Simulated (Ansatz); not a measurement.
# Which is lower?

The two ends of one reaction step of BAsH$_{6}$O, singlet (PBE0-D4/def2-TZVP).

A:

```xyz
9
angstrom
B -0.2404 0.6615 -1.4013
O 1.0009 0.6080 -1.9333
H -1.0880 -0.1246 -1.7272
H -0.4689 1.5729 -0.6575
H 0.8755 0.1871 2.2808
As -0.0325 -0.6967 1.4430
H 1.1231 -0.1299 -2.5353
H -1.2871 -0.2001 2.1413
H 0.1175 -1.8784 2.3897
```

B:

```
9
angstrom
B -0.6631 0.2394 -0.6033
O 0.9762 0.3956 -0.8434
H -0.9994 -0.4986 -1.4891
H -1.0590 1.3707 -0.6811
H 1.3177 0.9346 -0.1166
As -0.9796 -0.5797 1.2683
H 1.3631 -0.4832 -0.7279
H -0.0106 0.3248 2.0350
H 0.0547 -1.7036 1.1581
```

Ansatz 0.2.0; basis: def2-TZVPP; cores frozen in the correlated methods. Filled d shells of the heavier atoms are correlated. The def2 sets are not built for correlating such inner shells, so the correlated values are less sure here. B3LYP uses VWN-RPA correlation.

**Question.** Which structure is lower at CCSD(T), and by how much? (Judge from chemistry; the value comes from the calculation.)

**Answer.** The calculation gives: A, by 67.7 kJ/mol (electronic energy, against the other). By their contacts, A is a complex of BH₃O ([BH2][OH]) + AsH₃ and B is BAsH₆O ([OH2][BH2][AsH2]).

All methods give the same order:

```
      method  E(B) − E(A) (kJ/mol)
       SPW92                  34.2
      PBE-D4                  57.9
     BLYP-D4                  81.7
   r2SCAN-D4                  62.8
      B97M-V                  72.7
     PBE0-D4                  56.9
    B3LYP-D4                  79.0
  r2SCAN0-D4                  61.1
    BHLYP-D4                  80.6
CAM-B3LYP-D4                  76.9
     wB97X-V                  68.4
     wB97M-V                  67.7
      B2PLYP                  77.1
    PBE-QIDH                  58.0
  RPA on PBE                  73.4
          HF                 107.9
         MP2                  62.2
        CCSD                  72.6
     CCSD(T)                  67.7
```

No T1 diagnostic of these runs exceeds 0.013.

Labels in which every atom is bracketed show which atoms are joined, not bond orders.

For scale, one of the runs: CCSD(T)/def2-TZVPP, 194 basis functions, launched by `ansatz run in.yaml --threads 4 --pin off --events-out ev --progress --plain --max-ram 9574MiB`. The run took 64 s on 4 CPU threads of an Arm Neoverse V1 (shared host), with 2.3 GiB of host memory at its peak.
